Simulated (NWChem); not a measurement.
Species: MgCl2; SMILES [Cl][Mg][Cl]

```xyz
3

Mg     0.0000     0.0000     0.0421
Cl     2.1936     0.0000     0.0421
Cl    -2.1936     0.0000     0.0421
```
Atoms are numbered in this order, from 1.

Coordinates come from a B3LYP/6-31G* (spherical d) optimisation.

List the 4 lowest vertical singlet excitations from BHandHLYP/def2-SVP, TDA (NWChem).


```
state  energy (eV)  oscillator strength  leading excitation (squared amplitude)
-----  -----------  -------------------  --------------------------------------
S1            6.07                0.000                      HOMO → LUMO (0.97)
S2            6.07                0.000                    HOMO−1 → LUMO (0.97)
S3            6.31                0.102                    HOMO−2 → LUMO (0.97)
S4            6.31                0.102                    HOMO−3 → LUMO (0.97)
```
